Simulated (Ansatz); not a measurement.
Input and output for C3H6Si (`[SiH3]C1C=C1`).

```yaml
crystal:
  periodic: [false, false, false]
  atoms:
    - {symbol: Si, position_ang: [-1.146050, 0.586020, -0.665489]}
    - {symbol: C, position_ang: [-0.022183, -0.605349, 0.235718]}
    - {symbol: C, position_ang: [1.480638, -0.586110, 0.046317]}
    - {symbol: C, position_ang: [1.068981, -0.124656, 1.170040]}
    - {symbol: H, position_ang: [-1.607616, 0.018420, -1.964140]}
    - {symbol: H, position_ang: [-2.360038, 0.900932, 0.139997]}
    - {symbol: H, position_ang: [-0.405574, 1.850211, -0.930092]}
    - {symbol: H, position_ang: [-0.473707, -1.575439, 0.468638]}
    - {symbol: H, position_ang: [2.280979, -0.825504, -0.632009]}
    - {symbol: H, position_ang: [1.267670, 0.310373, 2.134018]}
basis:
  gaussian: {orbitals: x2c-TZVPPall}
hamiltonian: {xc: {name: B97M-V}}
accuracy: high
output: {forces: true}
```

```sh
$ ansatz run in.yaml --threads 2 --pin off --events-out ev --progress --plain --max-ram 4352MiB
```

It prints (some lines left out):

```
Functional definition: B97M-V
3786 factors; integrals over basis functions are off by at most 4.8e-9 eV
mean field evaluation 1: about -11092.7817 eV, gradient 5.5e1 eV
mean field evaluation 2: about -11081.8297 eV, gradient 8.4e1 eV
mean field evaluation 4: about -11100.5578 eV, gradient 3.3e0 eV
mean field evaluation 8: about -11100.5857 eV, gradient 5.1e-2 eV
mean field evaluation 16: about -11100.5857 eV, gradient 2.8e-5 eV
mean field -11100.58568650 eV, -407.9389997317 hartree, gradient 6.4e-8 eV, S^2 0.000000; 0 other end points of the search recorded, 0 dependent functions left out
reference -11100.58569310 eV, -407.9389999742 hartree; 19, 19 occupied and 200, 200 virtual orbitals, 3786 factors
Total energy: -11100.58569310 eV, -407.9389999742 hartree
Relativity: scalar
Atom 0 at    -1.146050     0.586020    -0.665489 Å, force     0.041845    -0.061717     0.041989 eV/Å
Atom 1 at    -0.022183    -0.605349     0.235718 Å, force    -0.057578    -0.040096    -0.005482 eV/Å
Atom 2 at     1.480638    -0.586110     0.046317 Å, force     0.097378     0.012462    -0.007643 eV/Å
Atom 3 at     1.068981    -0.124656     1.170040 Å, force     0.074862     0.036350     0.049981 eV/Å
Atom 4 at    -1.607616     0.018420    -1.964140 Å, force     0.011056     0.041649     0.058200 eV/Å
Atom 5 at    -2.360038     0.900932     0.139997 Å, force     0.049177    -0.005139    -0.052099 eV/Å
Atom 6 at    -0.405574     1.850211    -0.930092 Å, force    -0.039700    -0.061445     0.011326 eV/Å
Atom 7 at    -0.473707    -1.575439     0.468638 Å, force     0.050562     0.130801    -0.034509 eV/Å
Atom 8 at     2.280979    -0.825504    -0.632009 Å, force    -0.176499     0.043584     0.140136 eV/Å
Atom 9 at     1.267670     0.310373     2.134018 Å, force    -0.051103    -0.096448    -0.201898 eV/Å
Dipole moment:     0.271587    -0.122085     0.149426 e Å
```

Hardware: 2 threads of an Arm Neoverse V1 on a shared host. Wall time 71 s, peak host memory 1.4 GiB.
